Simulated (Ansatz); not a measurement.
`OC1=N[SiH]1O` + H₂ → `O[SiH]1C=N1` + H₂O at 500 K and 1 bar (hydrogenolysis of a C–O bond).

Gas-phase electronic energies from Ansatz, PBE0-D4/def2-TZVP geometries. CCSD(T)/CBS is the MP2 limit (def2-TZVPP, def2-QZVPP) plus CCSD(T) − MP2 in def2-TZVPP, frozen cores. This one scheme is used for every species. Each species was taken in one conformer, which may not be the lowest.

| species | CCSD(T)/CBS energy (Eh) | H − E (kJ/mol) | S (J/(mol·K)) |
| --- | --- | --- | --- |
| `OC1=N[SiH]1O` | -533.99158 | 165.0 | 364.4 |
| H₂ | -1.17544 | 41.0 | 145.5 |
| `O[SiH]1C=N1` | -458.79823 | 144.0 | 334.6 |
| H₂O | -76.37941 | 73.2 | 206.3 |

H − E and S are ideal-gas, rigid-rotor, harmonic terms from PBE0-D4/def2-TZVP, for one conformer and one mirror image of each species. The MP2-based limit puts H₂ 0.8 mEh under its directly extrapolated value; such offsets cancel only in part. 1 Eh = 2625.50 kJ/mol, R = 8.31446 J/(mol·K).

**Question.** By hand: ΔE, ΔH, ΔS and ΔG.

**Answer.** ΔE = (-458.79823) + (-76.37941) − (-533.99158) − (-1.17544) = -0.01062 Eh = -27.9 kJ/mol. Δ(H − E) = 144.0 + 73.2 − 165.0 − 41.0 = 11.2, so ΔH = -16.7 kJ/mol. ΔS = 334.6 + 206.3 − 364.4 − 145.5 = 31.0 J/(mol·K). ΔG = -16.7 − 500 × (31.0)/1000 = -32.2 kJ/mol.

**Question.** By hand: the equilibrium constant, and the temperature at which ΔG would vanish if ΔH and ΔS stayed fixed.

**Answer.** log₁₀ K = −ΔG/(RT ln 10) = 3.4. ΔH and −TΔS have one sign here, so there is no such temperature.

TΔS isn't small against ΔH here. A doubt of 5 kJ/mol in ΔE shifts log₁₀ K by 0.5 here. Other conformers and mirror images would add mixing entropy, several J/(mol·K) or more a flexible species. These are equilibria of isolated gas molecules and say nothing of rates. Largest T1 diagnostic: 0.014 (customary marks: 0.02 for closed shells, 0.045 for open ones).
